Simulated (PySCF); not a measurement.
## B (boron, neutral): UHF calculation

Configuration: [He] 2s1 2p1 3d1, one real determinant (an excited configuration). Computed with PySCF 2.14 in aug-cc-pCVTZ-DK (7s6p4d2f, 59 functions), with scalar relativity by spin-free X2C-1e.

```
Total energy                                                  : -24.137998 hartree
One-electron energy                                           : -31.0261 hartree
Hartree (Coulomb) energy                                      : 10.5917 hartree
Exchange energy                                               : -3.7036 hartree
⟨S²⟩                                                          : 3.7500
⟨L²⟩                                                          : 8.016
Sum of ⟨r⟩                                                    : 9.372 bohr
Sum of ⟨r²⟩                                                   : 36.47 bohr²
Traceless quadrupole moment −½Σ⟨3z² − r²⟩ along its main axis : 6.28 e·bohr²
Langevin diamagnetic susceptibility                           : -28.9 ×10⁻⁶ cm³/mol
```

```json
{"shell": "1s α", "electrons": "1", "mean orbital energy (eV)": "-217.48", "rms radius, mean of both spins (bohr)": "0.379"}
{"shell": "1s β", "electrons": "1", "mean orbital energy (eV)": "-215.51", "rms radius, mean of both spins (bohr)": "0.379"}
{"shell": "2s α", "electrons": "1", "mean orbital energy (eV)": "-21.101", "rms radius, mean of both spins (bohr)": "1.93"}
{"shell": "2p α", "electrons": "1", "mean orbital energy (eV)": "-15.016", "rms radius, mean of both spins (bohr)": "2.01"}
{"shell": "3d α", "electrons": "1", "mean orbital energy (eV)": "-0.284", "rms radius, mean of both spins (bohr)": "5.33"}
```

⟨L²⟩ = 8.02 against 12 for a pure F term, so this real determinant mixes terms. The outer electron is Rydberg-like, and this basis confines it to a smaller radius and binds it less than a complete one would.

Spin-orbit constants ζ (cm⁻¹) from the X2C one-electron operator on these orbitals: bare nucleus, nucleus screened by l(l+1)(2l+1)/3 electrons, and screened by the Breit-Pauli mean field of the electrons.

```
shell    bare  screened nucleus  mean field
   2p   32.02             19.21       14.46
   3d  0.4439           0.08877     0.06075
```

To first order the Landé constant is A = 1.620 cm⁻¹, so the lowest level has J = 3/2 and lies 0.00121 eV below the centre of the term. This holds in LS coupling only.
